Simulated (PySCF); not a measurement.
Simulated absorption spectrum

Species: CH11ClSi4.
SMILES: `[SiH3]C[Si@@H]([SiH2]Cl)[SiH3]`

Method used: TDDFT CAM-B3LYP/def2-SVPD, vertical, gas phase, core orbitals frozen in the response in PySCF 2.14.0, density-fitted response routines. Geometry: GFN2-xTB, one conformer, isolated molecule. Torsions of this conformer, `[SiH3:1][CH2:2][Si@H:3]([SiH3:4])[SiH2:5][Cl:6]`: Si1–C2–Si3–Si4 63°, C2–Si3–Si5–Cl6 106°.

Broadening: Gaussians 0.4 eV wide at half height, area fixed by f = 4.319×10⁻⁹ ∫ε dν̃. The cross-section is σ = 3.8235×10⁻²¹ ε cm², given in Mb (10⁻¹⁸ cm²). The width is an assumption, not a result. The curve ends short of the highest state used, and states not computed would add to its high-energy end.

| E (eV) | σ (Mb) |
| --- | --- |
| 5.56 | 0.02 |
| 5.58 | 0.03 |
| 5.61 | 0.06 |
| 5.63 | 0.08 |
| 5.66 | 0.14 |
| 5.68 | 0.20 |
| 5.71 | 0.32 |
| 5.73 | 0.43 |
| 5.76 | 0.67 |
| 5.78 | 0.87 |
| 5.81 | 1.27 |
| 5.83 | 1.61 |
| 5.86 | 2.23 |
| 5.88 | 2.72 |
| 5.91 | 3.57 |
| 5.93 | 4.21 |
| 5.96 | 5.26 |
| 5.98 | 5.99 |
| 6.01 | 7.09 |
| 6.04 | 8.15 |
| 6.06 | 8.78 |
| 6.09 | 9.58 |
| 6.11 | 9.98 |
| 6.14 | 10.35 |
| 6.16 | 10.43 |
| 6.19 | 10.29 |
| 6.21 | 10.03 |
| 6.24 | 9.44 |
| 6.26 | 8.94 |
| 6.29 | 8.07 |
| 6.31 | 7.46 |
| 6.34 | 6.54 |
| 6.36 | 5.97 |
| 6.39 | 5.20 |
| 6.41 | 4.79 |
| 6.44 | 4.33 |
| 6.46 | 4.15 |
| 6.49 | 4.08 |
| 6.51 | 4.18 |
| 6.54 | 4.55 |
| 6.56 | 4.96 |
| 6.59 | 5.81 |
| 6.61 | 6.56 |
| 6.64 | 7.93 |
| 6.66 | 9.01 |
| 6.69 | 10.89 |
| 6.71 | 12.28 |
| 6.74 | 14.54 |
| 6.76 | 16.12 |
| 6.79 | 18.56 |
| 6.81 | 20.19 |
| 6.84 | 22.58 |
| 6.86 | 24.12 |
| 6.89 | 26.34 |
| 6.91 | 27.78 |
| 6.94 | 29.92 |

(1) Where are the band maxima, and which computed states make them?

(2) Coming from long wavelengths, where does ε first pass 100 L mol⁻¹ cm⁻¹?

(3) On this curve, what absorbance would a 10⁻⁴ mol/L sample give at 193 nm over a 1 cm path?

## Answers

(1) 201 nm (6.16 eV), ε about 2700, made up of S1 (99%) (ε in L mol⁻¹ cm⁻¹; maxima over ε = 5, shares over 10%). At its high-energy end, 6.94 eV, the curve is still rising (ε about 7800, from S3, S4 and S6). The states used: S1 6.16 eV (f 0.040); S2 6.59 eV (f 0.0073); S3 6.91 eV (f 0.067); S4 6.94 eV (f 0.016); S5 7.14 eV (f 0.016); S6 7.28 eV (f 0.155); S7 7.35 eV (f 0.087); S8 7.54 eV (f 0.062).

(2) At about 217 nm (5.72 eV), 0.44 eV below S1.

(3) 193 nm is 6.424 eV, where ε is about 1200 L mol⁻¹ cm⁻¹, so A = ε c l ≈ 0.12 (Beer–Lambert, with the gas-phase spectrum and the assumed width).

On one thread, Arm Neoverse V2 (aarch64), no GPU (shared host), this took 58 s and 1.1 GiB of memory at its peak.
